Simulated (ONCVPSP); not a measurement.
**Which change was made? (H, ONCV)**

- Element: hydrogen (H)
- Generator: ONCVPSP 4.0.1
- Type: optimised norm-conserving Vanderbilt (ONCV)
- Functional: PBE
- Relativity: non-relativistic
- Frozen core: none
- Valence charge: 1
- Reference configuration: 1s1
- Partial waves: 1s: rc 1.00 bohr, ncon 4, nbas 7, qcut 7.4 1/bohr, 2 projectors, debl 3.4 Ha; p scattering state at 0.18 Ha: rc 0.90 bohr, ncon 4, nbas 9, qcut 7.8 1/bohr, local
- Local potential: the p channel
- Core correction: none

Cutoffs, loose and tight: the cutoffs (Ha) at which the residual kinetic energy of the hardest occupied pseudo-wave falls to 1 and 0.1 mHa per electron. They do not see the model core or the augmentation charge, which bear on the density cutoff. Test errors are all-electron minus pseudo excitation energies from the reference, over the configurations 1s0.5; variants that change the core or the reference have their own tests.

The base gives: outcome: generated; cutoff, loose: 18 Ha; cutoff, tight: 27 Ha; bound ghosts: none; GHOST(+) flags above zero: none.

(1) After one change the result is: outcome: generated; cutoff, loose: 13 Ha; cutoff, tight: 19 Ha; bound ghosts: none; GHOST(+) flags above zero: none. Which change was it?
A. s: rc 1.48
B. s: rc 0.8
C. s: rc 1.22

Answers

(1) A. The others give: s: rc 1.22 → outcome: generated; cutoff, loose: 16 Ha; cutoff, tight: 22 Ha; bound ghosts: none; GHOST(+) flags above zero: none | s: rc 0.8 → outcome: failed: test_data: rc < rc(lloc) for l = 0. Not allowed..
